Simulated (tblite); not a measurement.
Species: C6H10O2 (charge +1 and doublet state).
Structure used (GFN2-xTB), in Å, numbered top down from 1:
```xyz
18
C6H10O2 angstrom
C      1.0850    1.0660   -1.5271
C      0.3727    0.3249   -0.6329
O      0.8329   -0.2174    0.4716
C      2.0969    0.1158    1.0013
C     -1.0904    0.0466   -0.8363
C     -1.4122   -1.4513   -0.9393
C     -1.8089    0.5020    0.4448
O     -1.2939    0.5682    1.5058
H      0.6100    1.5250   -2.3752
H      2.1585    1.1456   -1.4728
H      2.2765    1.1926    0.9872
H      2.0995   -0.2533    2.0268
H      2.8897   -0.3932    0.4417
H     -1.4805    0.5766   -1.7063
H     -1.0190   -1.9939   -0.0836
H     -2.4855   -1.6121   -1.0013
H     -0.9623   -1.8491   -1.8472
H     -2.8776    0.7133    0.2665
```

Computed with GFN2-xTB (tblite): harmonic, unscaled wavenumbers at the GFN2-xTB geometry, gas phase. This tight-binding method is rough: wavenumbers can miss measured ones by several per cent, in bad cases by 10 to 20. One conformer, not necessarily the lowest. Open shells enter through the occupations alone, without spin polarisation, and single modes of such species can be off by tens of per cent.

Harmonic wavenumbers (cm⁻¹): 70.5, 117.1, 123.5, 128.9, 185.4, 200.1, 242.0, 285.7, 306.3, 400.3, 484.8, 531.4, 624.9, 694.0, 806.4, 854.0, 859.0, 868.1, 926.1, 988.9, 1033.9, 1058.1, 1073.4, 1083.5, 1138.1, 1173.2, 1224.6, 1246.3, 1281.1, 1353.0, 1380.0, 1392.8, 1407.3, 1422.2, 1446.3, 1456.7, 1497.0, 1818.6, 2788.3, 2937.0, 2990.6, 2991.2, 3029.4, 3032.7, 3056.0, 3063.2, 3109.7, 3156.1.

A = 2718, B = 1760, C = 1419 MHz; mass 114.068 u (most abundant isotopes); point group C1, symmetry number 1; spin multiplicity 2.

Q: Zero-point energy?

A: Half the sum of the wavenumbers: 31669 cm⁻¹ = 90.55 kcal/mol.

Q: Entropy at 298.15 K, 1 bar (ideal gas, RRHO, classical rotation)?

A: Translation 40.14, rotation 28.25, vibration 26.88, spin (R ln 2) 1.38: S = 96.6 cal/(mol K).

Q: And Cp and H(298.15 K) − H(0)?

A: Cp = 36.54 cal/(mol K), of which vibrations give 28.59 (their classical limit is 48 R = 95.4); H(298.15 K) − H(0) = 6.75 kcal/mol without the zero-point energy, 4.38 from vibrations.

Q: Blend soft modes into free rotors: weight 1/[1 + (100 cm⁻¹/ν̃)⁴] for the oscillator and the rest for a rotor with moment μB/(μ + B), μ = h/(8π²ν), B = 10⁻⁴⁴ kg m². What vibrational entropy results?

A: 25.78 cal/(mol K) in place of 26.88, which changes −T·S at 298.15 K by +0.33 kcal/mol.

Q: Which modes carry the vibrational entropy at 298.15 K?

A: 70.5 cm⁻¹: 4.14; 117.1 cm⁻¹: 3.15; 123.5 cm⁻¹: 3.04; 128.9 cm⁻¹: 2.96; 185.4 cm⁻¹: 2.27; 200.1 cm⁻¹: 2.13 cal/(mol K); the other 42 give 9.18 together.

Q: What must be added to the electronic energy to get the Gibbs energy at 298.15 K and 1 bar?

A: ZPE + [H(298.15 K) − H(0)] − T·S = 90.55 + 6.75 − 28.81 = 68.49 kcal/mol.

Hindered rotation and anharmonicity are outside this model. Other conformers, if any are populated, would add a mixing term that is left out. The structure is chiral; the term R ln 2 for an equal mix with its mirror image is left out.

The run took 0.6 s of wall time on Arm Neoverse V1, one thread, no GPU, shared host. This covers the Hessian and the dipole derivatives.
